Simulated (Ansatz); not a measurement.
System: CH$_{2}$BCl$_{2}$, net charge 0, doublet state. It need not be the lowest isomer of its formula. 
Structure (B3LYP-D3(BJ)/def2-TZVP (Ansatz, a quantum-chemistry and plane-wave program) minimum search):
```
B
C 1 1.5136
H 2 1.0833 1 122.06
H 2 1.0833 3 115.89 1 180.00
Cl 1 1.7625 2 120.62 3 0.00
Cl 1 1.7625 2 120.62 3 180.00
```
Charge 0, spin multiplicity 2.

Total electronic energies in hartree. Valence correlation only, unless marked. UHF or UKS for open shells. Spin-orbit coupling is left out. No relativistic terms. Basis-set limits of correlation are two-point, X^-3; Hartree-Fock from the larger set.

| level | program | energy (Eh) |
|---|---|---|
| HF/cc-pV(D+d)Z | Ansatz | -982.79326 |
| RI-HF/cc-pV(T+d)Z | Ansatz | -982.83747 |
| RI-HF/cc-pV(Q+d)Z | Ansatz | -982.84830 |
| PBE0/def2-TZVP | Ansatz | -984.25992 |
| BHLYP/def2-TZVPD | Ansatz | -984.61303 |
| HSE06-D3(BJ)/def2-TZVPD | Ansatz + dftd3 | -984.24503 |
| LC-wPBE-D4/def2-TZVPD | Ansatz + dftd4 | -984.35095 |
| B2GP-PLYP-D3(BJ)/def2-TZVPD | Ansatz + dftd3 | -984.21962 |
| RPA@PBE/cc-pV(Q+d)Z | Ansatz | -983.94603 |
| MP2/cc-pV(D+d)Z | Ansatz | -983.26038 |
| MP2/aug-cc-pV(T+d)Z | Ansatz | -983.46263 |
| CCSD/cc-pV(D+d)Z | Ansatz | -983.30669 |
| CCSD/cc-pVTZ | Ansatz | -983.49404 |
| CCSD/cc-pV(Q+d)Z | Ansatz | -983.55774 |
| CCSD(T)/CBS(aug-cc-pV(T+d)Z,aug-cc-pV(Q+d)Z) | Ansatz | -983.6290 |

Totals of different functionals don't rank their quality; only differences between species are comparable.
